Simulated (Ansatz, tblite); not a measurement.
Cost and result up the ladder for the cluster Pd₂H⁻ (the lowest singlet isomer of a short search) (3 atoms). The state is a singlet with charge -1. Geometry: r2SCAN-D4/def2-TZVPD.

| atom | x (Å) | y (Å) | z (Å) |
| --- | --- | --- | --- |
| Pd1 | 1.570 | 0.427 | -0.689 |
| Pd2 | -0.753 | -0.377 | -0.397 |
| H3 | -0.817 | -0.050 | 1.086 |

Ansatz on 4 threads of Arm Neoverse V2 on a shared host; xTB runs through tblite on one thread. Times are rough, summed over both states, and most runs start from the orbitals of an earlier one. PBE0-D4/def2-TZVPD serves as the yardstick here, not as an exact answer. The other state is a doublet.

In the def2 sets Pd takes a core potential; there is no spin–orbit coupling. The xTB rows come from tblite. The structure comes from a short search, and lower isomers may exist.

Run but left out: HF/def2-TZVPPD, MP2/def2-TZVPPD, CCSD/def2-TZVPPD, CCSD(T)/def2-TZVPPD (singlet: restricted singlet, unstable towards broken spin symmetry).

Raw xTB energies of ions are shifted by several eV.

```tsv
level	functions	wall time	vertical IE (eV)	difference from PBE0-D4/def2-TZVPD (eV)	remarks
GFN1-xTB	20	0.003 s	5.98	4.57	–
GFN2-xTB	19	0.004 s	6.44	5.04	–
PBE-D4/def2-TZVPD	89	2.9 s	1.67	0.27	HOMO above zero (-1 singlet)
PBE0-D4/def2-TZVPD	89	5.1 s	1.40	0.00	HOMO above zero (-1 singlet)
r2SCAN-D4/def2-TZVPD (with forces)	89	6.5 s	1.50	0.10	HOMO above zero (-1 singlet)
```
